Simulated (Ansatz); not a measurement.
Mulliken charges of CdClHO, SMILES `[OH][Cd][Cl]` from ωB97M-V/def2-TZVPP in Ansatz (PBE0-D4/def2-TZVP geometry).

| atom | x (Å) | y (Å) | z (Å) | charge (e) |
| --- | --- | --- | --- | --- |
| O1 | -0.943 | 0.762 | -0.795 | -0.605 |
| Cd2 | 0.514 | -0.132 | 0.166 | 0.838 |
| Cl3 | 2.287 | -1.071 | 1.210 | -0.410 |
| H4 | -1.803 | 0.381 | -0.601 | 0.177 |

Task: By hand: the dipole of these point charges (1 e Å = 4.8032 D).

Result: Σ q r = (-0.256, -0.065, 0.018) e Å, of length 0.265 e Å = 1.27 D.

Task: How does the dipole of the full density compare? (Estimate.)

Result: Computed: (-0.354, -0.090, 0.023) e Å, 1.76 D; the point charges give 0.72 times that, at 0° from its direction.

Point charges leave out the atoms' own dipoles, such as those of lone pairs, and Mulliken's split depends on the basis, so the two needn't agree.
